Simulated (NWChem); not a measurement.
Species: CH7GeN; SMILES [NH]([GeH3])C

All runs: NWChem. Pople sets run with spherical d functions. Coordinates come from a PBE0/def2-SVP optimisation. Ions are spin-unrestricted doublets at the neutral geometry; other ion states weren't tried. Functional: LC-ωPBE (HJS hole) with 6-31G*; rows give the range parameter ω in 1/bohr.

Problem. At which range parameter does −ε(HOMO) equal the ΔSCF ionisation energy (optimal tuning)?

Solution. about 0.35 per bohr, by linear interpolation in these runs:
| range parameter (1/bohr) | vertical ionisation energy, ΔSCF (eV) | −ε(HOMO) (eV) | ΔSCF minus −ε(HOMO) (eV) |
|---|---|---|---|
| 0.10 | 8.45 | 6.35 | 2.10 |
| 0.30 | 8.69 | 8.43 | 0.26 |
| 0.40 | 8.78 | 9.09 | -0.31 |
| 0.50 | 8.84 | 9.57 | -0.73 |
| 0.80 | 8.84 | 10.35 | -1.51 |
